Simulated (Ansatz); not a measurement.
Consider the ligand exchange at the Sb–N bond: `[NH2][SbH2]` + `N[SiH3]` → `[SiH3][NH][SbH2]` + NH₃.

Isolated molecules relaxed with PBE0-D4/def2-TZVP in Ansatz; ΔE leaves out vibrations. CBS: MP2 limit from def2 TZ/QZ plus the TZ coupled-cluster correction, frozen cores. This one scheme is used for every species. DFT in def2-TZVPP. Elements past krypton have def2 core potentials. For Sb outer-core shells are correlated without core-valence functions, which leaves a few kJ/mol of doubt a bond.

`[NH2][SbH2]`:

```xyz
6

N    -0.845    0.359    0.518
Sb    0.220   -1.017   -0.539
H    -0.341    1.216    0.702
H    -1.706    0.597    0.044
H     1.268    0.040   -1.408
H     1.404   -1.194    0.683
```

`N[SiH3]`:

```xyz
7

N     0.871   -0.616   -0.014
Si   -0.573    0.313    0.091
H     1.740   -0.222    0.309
H     1.025   -1.209   -0.814
H    -0.665    0.861    1.468
H    -0.680    1.465   -0.854
H    -1.719   -0.593   -0.186
```

`[SiH3][NH][SbH2]`:

```xyz
9

Si   -0.359   -0.575    1.016
N     0.919    0.122    0.102
Sb    0.744    1.010   -1.712
H    -1.362    0.418    1.501
H     0.216   -1.269    2.201
H    -1.086   -1.547    0.157
H     1.756    0.400    0.592
H    -0.775    1.761   -1.420
H    -0.054   -0.321   -2.438
```

NH₃:

```xyz
4

N     0.031    0.071    0.271
H     0.084    0.879   -0.337
H     0.747   -0.577   -0.034
H    -0.863   -0.372    0.100
```

```csv
level,ΔE (kcal/mol),difference from CCSD(T)/CBS
B97M-V,-3.3,0.9
r2SCAN0-D4,-3.3,0.9
PBE-QIDH,-3.5,0.7
PBE,-2.1,2.1
r2SCANh,-2.8,1.4
r2SCAN0,-2.9,1.3
LC-ωPBE,-2.5,1.7
MP2/def2-SVP,-4.8,-0.6
MP2/def2-TZVPP,-4.5,-0.3
MP2/def2-QZVPP,-4.6,-0.4
CCSD(T)/CBS,-4.2,0
```

Largest T1 diagnostic among the species: 0.013.

The D4 term adds −1.8 kcal/mol with B3LYP and −1.0 kcal/mol with PBE0; it sums over pairs of atoms, weighted by their polarisabilities, and B3LYP, whose exchange is more repulsive, gets the larger term. Leaving LDA and LC-ωPBE aside and taking each functional with its dispersion term where it has one, the values, not all of them listed here, spread over 1.3 kcal/mol, from BHLYP-D4 to B2PLYP. From BLYP to BHLYP (50 % exact exchange), in def2-TZVPP and without D4, ΔE moves by −0.8 kcal/mol.

B3LYP here is the variant with VWN-RPA as its local correlation; programs differ in this.
